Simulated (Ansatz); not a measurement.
Isolated molecules relaxed with PBE0-D4/def2-TZVP in Ansatz; ΔE leaves out vibrations. CCSD(T)/CBS adds triple-zeta CCSD(T) − MP2 to the extrapolated MP2 energy (def2 sets, frozen cores). Double bonds are as drawn, so ΔE can hold a change between cis and trans. DFT in def2-TZVPP. def2 core potentials past Kr. For Sn outer-core shells are correlated without core-valence functions, which leaves a few kJ/mol of doubt a bond. Each species was taken in one conformer, which may not be the lowest.

Reaction (formal exchange of groups at a B–C bond): `B/C(N)=[CH]/[SnH3]` + `FC[SiH3]` → `BC(F)[SiH3]` + `N/C=[CH]/[SnH3]`

```json
{"level": "PBE", "ΔE (eV)": "-0.02"}
{"level": "r2SCAN", "ΔE (eV)": "-0.03"}
{"level": "HF/def2-QZVPP", "ΔE (eV)": "0.05"}
{"level": "HF/CBS(def2)", "ΔE (eV)": "0.05"}
```

(1) What does CCSD(T)/CBS give? (Best estimate.)

Largest T1 diagnostic among the species: 0.014.

Results:

(1) The calculation gave: +0.07 eV. The listed levels differ from it by -0.09, -0.10, -0.02, -0.02 eV.
